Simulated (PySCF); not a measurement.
**A small calculation by hand: oscillator strength and radiative lifetime**

methoxy(methylsulfanyl)methane (C3H8OS), SMILES COCSC.

The structure is a stationary point at r2SCAN-D4/def2-SVP. The values are those of a single conformer.

PySCF with TDDFT-PBE/def2-SVPD puts the first singlet state with f over 0.02 at 6.05 eV (vertical), with the transition dipole (0.341, -0.225, -0.170) in atomic units.

Question: Find the oscillator strength, the wavelength and the radiative lifetime that this transition would have in vacuum if emission retraced absorption.

Answer: 
|μ|² = 0.1958 au, so |μ| = 1.12 D. ΔE = 6.05/27.211 = 0.2223 hartree. f = (2/3) ΔE |μ|² = 0.029 (the program prints 0.029).
λ = 1239.84/6.05 = 205 nm; ν = 48797 cm⁻¹.
Einstein's coefficient A = 0.6670 ν² f s⁻¹ (ν in cm⁻¹) = 4.6e7 s⁻¹, so τ = 1/A = 22 ns. This state is S4; the lower singlets have f = 0.000, 0.013, 0.007. The figure is the radiative limit of this one transition; relaxation, internal conversion, crossing to triplets and a medium change what is measured.
